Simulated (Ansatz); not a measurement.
Gas-phase electronic energies from Ansatz, PBE0-D4/def2-TZVP geometries. CCSD(T)/CBS is the MP2 limit (def2-TZVPP, def2-QZVPP) plus CCSD(T) − MP2 in def2-TZVPP, frozen cores. DFT in def2-TZVPP. B3LYP here is the variant with VWN-RPA as its local correlation; programs differ in this. One conformer a species, not always the lowest.

`NCS[SiH2]O` → `OCN[SiH2]S`  (isomerisation)

```csv
level,ΔE (kJ/mol),difference from CCSD(T)/CBS
r2SCAN-D4,58.8,1.6
PBE0-D4,54.1,-3.1
PBE0,55.6,-1.6
B3LYP,57.8,0.6
HF/def2-TZVPP,53.7,-3.5
MP2/def2-TZVPP,59.0,1.8
SCS-MP2/def2-TZVPP,57.1,-0.1
CCSD(T)/def2-TZVPP,52.9,-4.3
MP2/def2-QZVPP,61.8,4.6
CCSD/CBS(def2),56.2,-1.0
CCSD(T)/CBS,57.2,0
```

Largest T1 diagnostic among the species: 0.011.

CCSD(T)/CBS has its own doubt, a few kJ/mol and more with outer-core shells, so smaller differences from it don't rank the levels.
